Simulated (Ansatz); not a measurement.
Reaction (cleavage of the Si–Si bond): `C[SiH2][SiH2][AsH2]` + `O[SiH2]F` → `C[SiH2]O[SiH2]F` + `[SiH3][AsH2]`

Gas-phase electronic energies from Ansatz, PBE0-D4/def2-TZVP geometries. CCSD(T)/CBS is the MP2 limit (def2-TZVPP, def2-QZVPP) plus CCSD(T) − MP2 in def2-TZVPP, frozen cores. Functionals use def2-TZVPP. For As outer-core shells are correlated without core-valence functions, which leaves a few kJ/mol of doubt a bond. Scalar relativity is left out up to krypton. One conformer a species, not always the lowest.

`C[SiH2][SiH2][AsH2]`:

```xyz
13

C    -1.744   -0.379   -1.157
Si    0.129   -0.436   -1.251
Si    1.056   -0.423    0.896
As    0.229    1.487    2.038
H    -2.131   -1.255   -0.631
H    -2.077    0.512   -0.620
H    -2.182   -0.360   -2.157
H     0.644    0.753   -1.989
H     0.578   -1.651   -1.988
H     0.586   -1.613    1.661
H     2.544   -0.460    0.854
H     1.278    1.395    3.137
H     1.090    2.429    1.208
```

`O[SiH2]F`:

Z-matrix (Å, degrees):
```
Si
F 1 1.596
O 1 1.630 2 111.0
H 1 1.482 2 106.0 3 121.4
H 1 1.474 2 108.2 3 -116.3
H 3 0.958 1 119.1 2 71.8
```

`C[SiH2]O[SiH2]F`:

Cartesian coordinates in Å:
```
C 1.469 -0.227 -1.239
Si -0.358 -0.468 -1.019
O -0.911 0.459 0.227
Si -1.022 0.637 1.827
F 0.440 0.614 2.469
H 1.702 0.817 -1.457
H 2.011 -0.517 -0.335
H 1.837 -0.839 -2.068
H -0.668 -1.894 -0.726
H -1.106 -0.050 -2.231
H -1.620 1.955 2.122
H -1.772 -0.487 2.431
```

`[SiH3][AsH2]`:

```xyz
7

Si    0.703    0.495   -0.050
As   -1.540   -0.161    0.313
H     1.232    1.062    1.218
H     0.714    1.556   -1.091
H     1.581   -0.621   -0.486
H    -1.109   -1.395    1.094
H    -1.581   -0.935   -0.998
```

```
          level  ΔE (eV)
        PBE0-D4    -0.93
CCSD/def2-TZVPP    -1.16
```

What does CCSD(T)/CBS give? (Best estimate.)

The calculation gave: -1.11 eV. The listed levels differ from it by 0.18, -0.05 eV.

Largest T1 diagnostic among the species: 0.012.

From PBE to PBE0 (25 % exact exchange), in def2-TZVPP and without D4, ΔE moves by −0.09 eV. In def2-TZVPP, CCSD(T) changes the Hartree–Fock value by +0.33 eV (the triples alone add +0.05 eV) and MP2 by +0.29 eV. The D4 term adds +0.04 eV with B3LYP and +0.02 eV with PBE0; it sums over pairs of atoms, weighted by their polarisabilities, and B3LYP, whose exchange is more repulsive, gets the larger term.

B3LYP here is the variant with VWN-RPA as its local correlation; programs differ in this.
